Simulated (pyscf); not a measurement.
HO–B(OH)–F, singlet

Gas-phase minimum from PySCF at ωB97X-D3(BJ)/def2-SVP, one conformer. 

```xyz
6

O      1.4942    -0.9491    -0.2992
B      0.5207    -0.1936     0.2842
O      0.7743     0.5714     1.3729
F     -0.7220    -0.1934    -0.2148
H      1.1732    -1.4417    -1.0624
H      1.6935     0.5002     1.6528
```
Charge 0, spin multiplicity 1.

Bonded distances (Å): O1–B2 1.363, O1–H5 0.963, B2–O3 1.355, B2–F4 1.339, O3–H6 0.963. Bond angles (°): B2–O1–H5 112.6, O1–B2–O3 121.5, O1–B2–F4 120.2, O3–B2–F4 118.2, B2–O3–H6 111.7.

Properties at ωB97X-D3(BJ)/def2-SVP:

```
Property                                                                                                                                                                               Value
---------------------------------------------------------------------------------------------------------------------  ---------------------------------------------------------------------
Harmonic wavenumbers, unscaled                                                                                         435, 467, 475, 548, 690, 888, 1011, 1020, 1471, 1524, 3924, 3927 cm⁻¹
Zero-point energy                                                                                                                                                              23.4 kcal/mol
Rotational symmetry number                                                                                                                                                                 1
Entropy of this conformer at 298 K and 1 atm, rigid rotor and harmonic oscillator, modes under 100 cm⁻¹ raised to 100                                                        275.6 J/(mol K)
Dipole moment                                                                                                                                                                         1.99 D
```

Single-point totals, which compare only within one level (frozen core for MP2 and CC):

| level | total energy (hartree) |
|---|---|
| ωB97X-D3(BJ)/def2-TZVP | -276.68507 |
| PBE/def2-TZVP | -276.34681 |
| r²SCAN/def2-TZVP | -276.51252 |
| B3LYP-D3(BJ)/def2-TZVP | -276.65226 |
| PBE0-D3(BJ)/def2-TZVP | -276.35387 |
| M06-2X/def2-TZVP | -276.54893 |
| ωB97M-D3(BJ)/def2-TZVP | -276.70297 |
| HF/def2-TZVPP | -275.32428 |
| MP2/def2-TZVPP | -276.14454 |
| CCSD/def2-TZVPP | -276.15166 |
| CCSD(T)/def2-TZVPP | -276.17863 |

The CCSD(T) − MP2 part came from Ansatz, without density fitting, on the same reference.
